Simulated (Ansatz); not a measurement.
Calculated with Ansatz (gas phase, PBE0-D4/def2-TZVP geometries, no zero-point term in ΔE). CCSD(T)/CBS is the MP2 limit (def2-TZVPP, def2-QZVPP) plus CCSD(T) − MP2 in def2-TZVPP, frozen cores. This one scheme is used for every species. DFT in def2-TZVPP. def2 core potentials past Kr. For Sn outer-core shells are correlated without core-valence functions, which leaves a few kJ/mol of doubt a bond. One conformer a species, not always the lowest.

`[F][Sn][SH]` + HCl → `[F][Sn][Cl]` + H₂S  (ligand exchange at the Sn–S bond)

| level | ΔE (kcal/mol) |
| --- | --- |
| PBE0-D4 | -7.7 |
| PBE-QIDH | -8.0 |
| PBE | -7.6 |
| LC-ωPBE | -9.0 |
| RPA@PBE/def2-TZVPP | -7.7 |
| HF/def2-TZVPP | -11.3 |
| CCSD(T)/def2-TZVPP | -7.8 |
| CCSD/CBS(def2) | -9.0 |

**Question.** What does CCSD(T)/CBS give? (Estimate.)

**Answer.** Ansatz gave: -8.4 kcal/mol. The listed levels differ from it by 0.7, 0.4, 0.8, -0.6, 0.7, -2.9, 0.6, -0.6 kcal/mol.

**Question.** What do rigid-rotor, harmonic-oscillator terms from PBE0-D4/def2-TZVP frequencies (298.15 K, 1 bar) make of the CCSD(T)/CBS value? (Best estimate.)

**Answer.** Computed: ΔZPE = +0.1 kcal/mol, ΔH = -8.3 kcal/mol, ΔS = 11 J/(mol·K), ΔG = -9.1 kcal/mol.

Largest T1 diagnostic among the species: 0.016.

Leaving LDA and LC-ωPBE aside and taking each functional with its dispersion term where it has one, the values, not all of them listed here, spread over 2.1 kcal/mol, from ωB97X-V to PBE-D4. LDA lies +1.3 kcal/mol from PBE without D4. From BLYP to BHLYP (50 % exact exchange), in def2-TZVPP and without D4, ΔE moves by −0.8 kcal/mol.
